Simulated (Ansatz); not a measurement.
Ideal-gas functions of `[F][Ge]([F])([Br])[Br]` at 500 K and 1 bar, from an Ansatz frequency run at PBE0-D4/def2-TZVP.

Molar mass 270.41 g/mol, point group C2v (symmetry number 2), electronic degeneracy 1, moments of inertia 259.55, 642.895, 762.008 u Å². Harmonic wavenumbers (cm⁻¹, unscaled): 93, 148, 163, 209, 226, 307, 373, 735, 754.

Use S(trans) = R[1.5 ln M + 2.5 ln T − 1.1517]; rotational temperatures θ = 24.2544 K / I; S(rot) = R[ln(√π/σ · √(T³/θAθBθC)) + 1.5]; for each mode x = 1.438777 ν̃/T, S = R[x/(eˣ − 1) − ln(1 − e⁻ˣ)] and H = RT x/(eˣ − 1); 1 cm⁻¹ = 0.0119627 kJ/mol; R = 8.31446 J/(mol·K).

Task: By hand: the entropy, in J/(mol·K).

Result: Translation 189.4. Rotation: θ = 0.0934, 0.0377, 0.0318 K, giving 126.8. Vibration, mode by mode: 19.30, 15.47, 14.68, 12.67, 12.04, 9.61, 8.11, 3.48, 3.33, in all 98.7. Electronic 0.0. Sum 414.9 J/(mol·K).

Task: By hand: H − E and G − E in kJ/mol, counted from the electronic energy.

Result: Zero-point energy ½ × 3008 × 0.0119627 = 18.0; thermal vibration 23.5; translation, rotation and pV give 4 RT = 16.6. H − E = 58.1 kJ/mol, and G − E = 58.1 − 500 × 414.9/1000 = -149.3 kJ/mol.

Vibration gives 24 % of the entropy, 34.8 J/(mol·K) of it from the modes under 150 cm⁻¹: soft modes count most, and the harmonic formula is weakest for them.
